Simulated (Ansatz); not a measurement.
BH2(iPr) (C3H9B). Total charge 0; singlet. Geometry r2SCAN-D4/def2-SVP, basis def2-TZVP, Ansatz.

```xyz
13

B    -0.323   -1.464   -0.668
H    -1.237   -2.143   -0.252
H     0.382   -1.911   -1.546
C    -0.164    0.007   -0.204
C     1.188    0.683   -0.444
C    -0.789    0.400    1.137
H    -0.865    0.364   -1.017
H     1.594    0.445   -1.438
H     1.925    0.342    0.303
H     1.121    1.781   -0.354
H    -0.879    1.494    1.244
H    -1.790   -0.040    1.267
H    -0.163    0.043    1.971
```

```json
{"run": "A", "HOMO (eV)": "-8.31", "LUMO (eV)": "-1.15"}
{"run": "B", "HOMO (eV)": "-9.75", "LUMO (eV)": "-0.09"}
{"run": "C", "HOMO (eV)": "-6.93", "LUMO (eV)": "-2.03"}
{"run": "D", "HOMO (eV)": "-7.00", "LUMO (eV)": "-2.17"}
{"run": "E", "HOMO (eV)": "-7.25", "LUMO (eV)": "-1.73"}
{"run": "F", "HOMO (eV)": "-9.60", "LUMO (eV)": "-0.15"}
```

Task: The runs used BHLYP, BLYP, CAM-B3LYP, PBE, PBE0, r2SCAN. Estimate which is which.

Result: A PBE0 (25 % exact exchange); B CAM-B3LYP (range-separated); C BLYP (0 % exact exchange); D PBE (0 % exact exchange); E r2SCAN (0 % exact exchange); F BHLYP (50 % exact exchange). Exact exchange lowers occupied and raises empty levels; among semilocal functionals meta-GGAs tend to open the gap a little, and such runs are hard to tell apart. The gap grows from 4.83 eV (PBE) to 9.65 eV (CAM-B3LYP).
